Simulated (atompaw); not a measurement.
What one change does to a pseudopotential (bismuth, PAW (atompaw))

- Element: bismuth (Bi)
- Generator: atompaw 4.2.0.5
- Type: PAW
- Functional: LDA (PW92)
- Relativity: scalar-relativistic
- Frozen core: [Kr] 4d10 4f14 5s2
- Valence charge: 21
- Reference configuration: 5p6 5d10 6s2 6p2 (charge +1)
- Partial waves: 6s (bound): rc 2.25 bohr; 6s channel at 3.25 Ry: rc 2.25 bohr; 5p (bound): rc 1.60 bohr; 6p (bound): rc 2.25 bohr; 5d (bound): rc 2.25 bohr; 5d channel at 0.9 Ry: rc 2.25 bohr
- Local potential: troulliermartins scheme with l = 3 at 0 Ry, radius 2.00 bohr
- Core correction: smooth core density matched at 1.70 bohr
- Augmentation charge: sinc compensation charge, radius 2.00 bohr; PAW radius 2.25 bohr; waves and projectors: custom rrkj vanderbiltortho

Change: waves 6s (bound); 6s channel at 3.25 Ry; 5p (bound); 6p (bound); 5d (bound); 5d channel at 0.9 Ry; augmentation sinc compensation charge, radius 2.00 bohr; PAW radius 2.25 bohr; waves and projectors: bloechl.

Cutoffs: the cutoffs (Ry, on a coarse ladder) from which the occupation-weighted sum of valence levels, in a spherical-Bessel basis at the reference potential, stays within 10 and 1 mRy of its value at 400 Ry; they do not see the model core or the augmentation charge, which bear on the density cutoff.

**Question.** What does the change do?

**Answer.** The potential gets harder (40 Ry and 60 Ry → 50 Ry and 90 Ry); both files keep a bound ghost (s); the range in which the p phases agree widens (upper end -0.4 → at the end of the scan).

| quantity | base | changed |
| --- | --- | --- |
| cutoff, loose | 40 Ry | 50 Ry |
| cutoff, tight | 60 Ry | 90 Ry |
| loose cutoff by channel (10 mRy a level) | s 6 Ry, p 30 Ry, d 18 Ry | s 25 Ry, p 35 Ry, d 40 Ry |
| bound ghosts | s | s |
| s: phases at 2.25 bohr within 0.05 rad from the reference energy up to (Ry; the scan ends near 5) | to the end of the scan | to the end of the scan |
| p: phases at 2.25 bohr within 0.05 rad from the reference energy up to (Ry; the scan ends near 5) | -0.4 | to the end of the scan |
| d: phases at 2.25 bohr within 0.05 rad from the reference energy up to (Ry; the scan ends near 5) | to the end of the scan | to the end of the scan |
| lowest overlap eigenvalue by channel | s 0.34, p 0.39, d 0.76 | s 0.30, p 0.81, d 0.98 |

 A true bound ghost makes a file unfit for plane-wave use even where its test errors are small: the radial tests pick states by their node count and pass the ghost by. The cutoffs see the waves, projectors and local potential, not the compensation charge or the core.
